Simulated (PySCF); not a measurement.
**Continuum solvent and chemical shifts**

Molfile (atoms numbered from 1):
```
C4H10N2OSi2
     RDKit          3D

 19 19  0  0  0  0  0  0  0  0999 V2000
    3.0275    0.9109   -0.0572 C   0  0  0  0  0  0  0  0  0  0  0  0
    1.9060    0.2639   -0.5869 O   0  0  0  0  0  0  0  0  0  0  0  0
    0.8569   -0.6918    0.2807 Si  0  0  2  0  0  4  0  0  0  0  0  0
   -0.5416   -1.1706   -0.8748 C   0  0  0  0  0  0  0  0  0  0  0  0
   -1.5880   -0.0317   -0.7996 C   0  0  1  0  0  0  0  0  0  0  0  0
   -2.8797   -0.3793   -1.3582 C   0  0  0  0  0  0  0  0  0  0  0  0
   -3.9222   -0.6719   -1.7718 N   0  0  0  0  0  0  0  0  0  0  0  0
   -1.6949    0.5410    1.0309 Si  0  0  0  0  0  4  0  0  0  0  0  0
   -0.0563    0.1693    1.4861 N   0  0  0  0  0  0  0  0  0  0  0  0
    2.7439    1.7027    0.6603 H   0  0  0  0  0  0  0  0  0  0  0  0
    3.5894    1.3832   -0.8773 H   0  0  0  0  0  0  0  0  0  0  0  0
    3.7094    0.2087    0.4589 H   0  0  0  0  0  0  0  0  0  0  0  0
    1.6385   -1.8038    0.8975 H   0  0  0  0  0  0  0  0  0  0  0  0
   -0.9872   -2.1153   -0.5210 H   0  0  0  0  0  0  0  0  0  0  0  0
   -0.2026   -1.3357   -1.9090 H   0  0  0  0  0  0  0  0  0  0  0  0
   -1.2066    0.8435   -1.3556 H   0  0  0  0  0  0  0  0  0  0  0  0
   -2.0415    1.9903    1.1234 H   0  0  0  0  0  0  0  0  0  0  0  0
   -2.7223   -0.2406    1.7828 H   0  0  0  0  0  0  0  0  0  0  0  0
    0.3138    0.3905    2.4039 H   0  0  0  0  0  0  0  0  0  0  0  0
  1  2  1  0
  2  3  1  0
  3  4  1  0
  4  5  1  0
  5  6  1  0
  6  7  3  0
  5  8  1  0
  8  9  1  0
  9  3  1  0
  1 10  1  0
  1 11  1  0
  1 12  1  0
  3 13  1  1
  4 14  1  0
  4 15  1  0
  5 16  1  6
  8 17  1  0
  8 18  1  0
  9 19  1  0
M  END
```

GIAO PBE0/pcSseg-1 in PySCF 2.14 on one PBE0-D3(BJ)/def2-SVP conformer, non-relativistic, equivalent nuclei averaged. Solvents enter as an IEF-PCM continuum (cyclohexane with ε = 2.0) around the gas-phase geometry. Shifts are referred to TMS computed in the same medium.

Gas phase, δ in ppm: C6 125.7, C1 51.3, C4 14.9, C5 7.6, Si3 -5.8, Si8 -17.3, H13 5.02, H17 4.96, H18 4.82, H10/H11/H12 3.59, H16 2.04, H15 1.46, H19 0.90, H14 0.73. Dipole moment 5.79 D.

Question: How does each δ change in the continuum?

Answer: 
```tsv
atoms	environment	Δδ, cyclohexane
C6	nitrile carbon	+3.1
C1	methyl carbon bonded to O	+0.4
C4	sp3 CH2 bonded to Si	0.0
C5	sp3 CH bonded to Si, α to a nitrile	+0.3
Si3	silicon bonded to C, N, O, H, in a 5-membered ring	+0.1
Si8	silicon bonded to C, N, 2 H, in a 5-membered ring	+0.2
H13	hydrogen on a silicon bonded to C, N, O, in a 5-membered ring	-0.01
H17	hydrogen on a silicon bonded to C, N, in a 5-membered ring	0.00
H18	hydrogen on a silicon bonded to C, N, in a 5-membered ring	-0.02
H10/H11/H12	hydrogen on a methyl carbon bonded to O	+0.04
H16	hydrogen on an sp3 CH bonded to Si, α to a nitrile	+0.14
H15	hydrogen on an sp3 CH2 bonded to Si	+0.04
H19	hydrogen on a nitrogen bonded to 2 Si, in a 5-membered ring	+0.30
H14	hydrogen on an sp3 CH2 bonded to Si	+0.09
```

Changes are relative to the gas phase. The dipole moment becomes 6.40 D in cyclohexane.

Question: Which of the listed nuclei move most (in ppm), and what does the model miss? (N and O are left out, as their reference compounds move with the solvent too.)

Answer: C6 (nitrile carbon, +3.1 ppm) in cyclohexane. A continuum only polarises the solute; specific hydrogen bonds, the anisotropy of aromatic solvents and changes of geometry or conformer are outside it.
